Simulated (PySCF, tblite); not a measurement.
C5H10BFS.
SMILES: `C(S/C(BF)=C\C)C`

Jobs on this species (18 atoms, 70 electrons) with PySCF (density fitting) and tblite. Hardware of each: one thread of an Intel Xeon at 2.50 GHz, on a shared host. Other jobs ran on the host; a repeat could differ by tens of per cent or more.

Task: Rank these jobs by wall time, shortest first.
A. GFN2-xTB; L-BFGS relaxation
B. PBE0/pcSseg-1; shieldings, charges and field gradients; 193 basis functions
C. CAM-B3LYP/def2-SVPD; 8 singlets by full TDDFT, 3 Tamm–Dancoff triplets, polarisability, density and orbital grids written; 250 basis functions

Result: A (2.7 s), B (90 s), C (2.8 min).

All jobs:

```json
{"level and settings": "GFN2-xTB", "work": "Hessian by finite differences", "basis functions": "–", "SCF cycles": "–", "wall time": "2.0 s"}
{"level and settings": "GFN2-xTB", "work": "L-BFGS relaxation", "basis functions": "–", "SCF cycles": "–", "wall time": "2.7 s"}
{"level and settings": "PBE0/pcSseg-1", "work": "shieldings, charges and field gradients", "basis functions": "193", "SCF cycles": "14", "wall time": "90 s"}
{"level and settings": "CAM-B3LYP/def2-SVPD", "work": "8 singlets by full TDDFT, 3 Tamm–Dancoff triplets, polarisability, density and orbital grids written", "basis functions": "250", "SCF cycles": "13", "wall time": "2.8 min"}
```

Task: What do all jobs in the table cost together?

Result: About 4.4 min; the longest takes about 64 % of that, and about 84 times as long as the shortest.
